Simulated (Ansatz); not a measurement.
Isolated molecules relaxed with PBE0-D4/def2-TZVP in Ansatz; ΔE leaves out vibrations. CCSD(T)/CBS is the MP2 limit (def2-TZVPP, def2-QZVPP) plus CCSD(T) − MP2 in def2-TZVPP, frozen cores. This one scheme is used for every species. DFT in def2-TZVPP. Each species was taken in one conformer, which may not be the lowest.

Reaction (substitution at a C–Si bond): `CO[SiH](C)S` + `B1CN[SiH2]1` → `CN1CB[SiH2]1` + `CO[SiH2]S`

`CO[SiH](C)S`:

```xyz
13

C     1.319   -1.601    0.523
O     0.127   -1.080   -0.017
Si   -0.325    0.490    0.123
C    -1.890    0.681   -0.844
S     1.138    1.840   -0.679
H     1.369   -1.449    1.608
H     1.345   -2.673    0.323
H     2.197   -1.136    0.062
H    -0.466    0.831    1.566
H    -2.306    1.681   -0.711
H    -1.703    0.523   -1.909
H    -2.628   -0.054   -0.515
H     1.823    1.946    0.471
```

`B1CN[SiH2]1`:

Z-matrix (Å, degrees):
```
C
N 1 1.467
B 1 1.579 2 98.4
H 1 1.103 2 114.4 3 118.9
H 1 1.103 2 114.4 3 -118.8
Si 2 1.727 1 100.6 3 0.1
H 2 1.005 1 121.8 3 179.9
H 3 1.191 1 128.7 2 180.0
H 6 1.496 2 116.3 1 117.4
H 6 1.496 2 116.3 1 -117.6
```

`CN1CB[SiH2]1`:

```xyz
13

C     0.547   -1.658   -0.322
N     0.015   -0.364   -0.036
C     0.795    0.846   -0.298
B    -0.251    1.915    0.203
Si   -1.423    0.331    0.627
H     0.793   -1.773   -1.388
H    -0.180   -2.432   -0.066
H     1.465   -1.860    0.248
H     1.069    0.975   -1.362
H     1.750    0.888    0.259
H    -0.157    3.101    0.222
H    -2.687    0.069   -0.132
H    -1.737   -0.038    2.045
```

`CO[SiH2]S`:

Cartesian coordinates in Å:
```
C 0.104 -1.363 -0.973
O -0.495 -0.551 0.012
Si 0.278 0.720 0.699
S -1.080 1.832 1.887
H -0.664 -2.017 -1.387
H 0.529 -0.765 -1.787
H 0.898 -1.986 -0.546
H 0.868 1.557 -0.380
H 1.342 0.280 1.639
H -1.780 2.292 0.836
```

```
 level  ΔE (kcal/mol)
PBE-D4           18.1
   PBE           17.9
```

(1) What does CCSD(T)/CBS give? (Estimate.)

Largest T1 diagnostic among the species: 0.012.

Answers

(1) The calculation gave: +19.4 kcal/mol. The listed levels differ from it by -1.3, -1.5 kcal/mol.

In def2-TZVPP, CCSD(T) changes the Hartree–Fock value by +1.4 kcal/mol (the triples alone add +0.0 kcal/mol) and MP2 by +2.1 kcal/mol.
